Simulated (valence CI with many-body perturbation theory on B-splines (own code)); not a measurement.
The numbers below are computed, except where a source is named.
Energy levels of Zr XIX

Method: relativistic CI+MBPT: four valence electrons over a frozen Dirac-Fock core [Ar], a basis of 9 s, 9 p, 10 d, 8 f, 5 g, 3 h, 1 i functions for each j, with the one-electron correlation potential Σ1, the two-electron term Σ2, the three-electron term Σ3, Breit, model QED; selected CI, second order for the rest (own B-spline code, finite nucleus).

No measured levels were compared; by estimate terms of the open shell hold to 2 to 4 % of their energy, and close levels can change places. Core correlation moves these levels by up to 9100 cm⁻¹, and in measured spectra 5 to 20 % of such shifts remained as error; rates that hang on mixing are uncertain with them. Only levels of the ground parity were solved; by the run's estimate the other parity begins above the list, which can be wrong where configurations are misplaced.

Levels 1 to 34 of 34, with energies above the lowest level, 3d4 5D_0. "Leading %" is the weight of the configuration and term that name the level; weights of strongly mixed levels are sums over their largest components and can fall short. In the jj column 3d3/2^4 stands for four electrons in 3d with j = 3/2.

| No. | Configuration | Term | J | E (cm⁻¹) | Leading % | Leading jj | Second component | g |
| --- | --- | --- | --- | --- | --- | --- | --- | --- |
| 1 | 3d4 | 5D | 0 | 0 | 84 | 3d3/2^4 (55 %) | 15 % 3d4 3P |  |
| 2 | 3d4 | 5D | 1 | 6451 | 93 | 3d3/2^3 3d5/2 (74 %) | 7 % 3d4 3P | 1.497 |
| 3 | 3d4 | 5D | 2 | 14031 | 96 | 3d3/2^2 3d5/2^2 (65 %) |  | 1.491 |
| 4 | 3d4 | 5D | 3 | 21452 | 96 | 3d3/2^2 3d5/2^2 (52 %) |  | 1.484 |
| 5 | 3d4 | 5D | 4 | 28291 | 91 | 3d3/2^2 3d5/2^2 (42 %) | 8 % 3d4 3F | 1.473 |
| 6 | 3d4 | 3P | 0 | 61416 | 73 | 3d3/2^2 3d5/2^2 (48 %) | 15 % 3d4 5D |  |
| 7 | 3d4 | 3H | 4 | 69302 | 62 | 3d3/2^3 3d5/2 (68 %) | 15 % 3d4 3G | 0.917 |
| 8 | 3d4 | 3P | 1 | 80963 | 89 | 3d3/2^2 3d5/2^2 (50 %) | 6 % 3d4 5D | 1.447 |
| 9 | 3d4 | 3H | 5 | 81337 | 82 | 3d3/2^2 3d5/2^2 (96 %) | 18 % 3d4 3G | 1.061 |
| 10 | 3d4 | 3G | 3 | 82229 | 55 | 3d3/2^2 3d5/2^2 (53 %) | 41 % 3d4 3F | 0.907 |
| 11 | 3d4 | 3F | 2 | 85220 | 87 | 3d3/2^2 3d5/2^2 (54 %) | 8 % 3d4 1D | 0.718 |
| 12 | 3d4 | 3H | 6 | 87354 | 87 | 3d3/2^2 3d5/2^2 (76 %) | 13 % 3d4 1I | 1.142 |
| 13 | 3d4 | 3F | 4 | 93357 | 44 | 3d3/2 3d5/2^3 (46 %) | 29 % 3d4 3H | 1.085 |
| 14 | 3d4 | 3P | 2 | 100560 | 72 | 3d3/2^2 3d5/2^2 (60 %) | 26 % 3d4 3D | 1.398 |
| 15 | 3d4 | 3G | 4 | 101580 | 52 | 3d3/2^2 3d5/2^2 (81 %) | 28 % 3d4 1G | 1.076 |
| 16 | 3d4 | 3F | 3 | 105000 | 58 | 3d3/2 3d5/2^3 (67 %) | 39 % 3d4 3G | 0.954 |
| 17 | 3d4 | 3G | 5 | 112720 | 82 | 3d3/2 3d5/2^3 (96 %) | 18 % 3d4 3H | 1.168 |
| 18 | 3d4 | 3D | 3 | 115590 | 88 | 3d3/2^2 3d5/2^2 (42 %) | 5 % 3d4 1F | 1.293 |
| 19 | 3d4 | 3D | 2 | 120610 | 52 | 3d3/2 3d5/2^3 (45 %) | 22 % 3d4 3P | 1.174 |
| 20 | 3d4 | 1I | 6 | 123850 | 87 | 3d3/2 3d5/2^3 (76 %) | 13 % 3d4 3H | 1.020 |
| 21 | 3d4 | 3D | 1 | 125410 | 94 | 3d3/2 3d5/2^3 (66 %) | 5 % 3d4 3P | 0.558 |
| 22 | 3d4 | 1G | 4 | 137210 | 60 | 3d5/2^4 (56 %) | 22 % 3d4 3F | 1.043 |
| 23 | 3d4 | 1S | 0 | 140030 | 84 | 3d3/2 3d5/2^3 (72 %) | 15 % 3d4 3P |  |
| 24 | 3d4 | 1D | 2 | 152070 | 62 | 3d3/2^2 3d5/2^2 (52 %) | 14 % 3d4 3D | 1.050 |
| 25 | 3d4 | 1F | 3 | 162090 | 79 | 3d3/2 3d5/2^3 (65 %) | 9 % 3d4 3F | 1.027 |
| 26 | 3d4 | 3P | 2 | 182080 | 89 | 3d3/2^2 3d5/2^2 (56 %) | 6 % 3d4 1D | 1.433 |
| 27 | 3d4 | 3F | 4 | 187680 | 89 | 3d3/2^2 3d5/2^2 (74 %) | 10 % 3d4 1G | 1.222 |
| 28 | 3d4 | 3F | 2 | 192750 | 87 | 3d3/2^2 3d5/2^2 (44 %) | 8 % 3d4 1D | 0.722 |
| 29 | 3d4 | 3F | 3 | 195740 | 86 | 3d3/2 3d5/2^3 (92 %) | 13 % 3d4 1F | 1.073 |
| 30 | 3d4 | 3P | 1 | 199650 | 99 | 3d3/2 3d5/2^3 (89 %) |  | 1.491 |
| 31 | 3d4 | 3P | 0 | 208160 | 95 | 3d5/2^4 (56 %) | 5 % 3d4 1S |  |
| 32 | 3d4 | 1G | 4 | 214870 | 90 | 3d3/2 3d5/2^3 (76 %) | 9 % 3d4 3F | 1.020 |
| 33 | 3d4 | 1D | 2 | 274100 | 98 | 3d3/2^2 3d5/2^2 (51 %) |  | 0.998 |
| 34 | 3d4 | 1S | 0 | 349800 | 98 | 3d3/2^2 3d5/2^2 (58 %) |  |  |

Names give the largest LS component (configuration and term), which can be under half, so a name can repeat, a term be missing and a line seem to break the LS rules; names also repeat where a configuration has a term twice.

The ionisation energy to 3d3 4F_3/2 of the next ion comes out as 745.01 eV (NIST: 745 ± 3 eV (theoretical)). All 34 levels together are meant to be complete up to 363890 cm⁻¹.
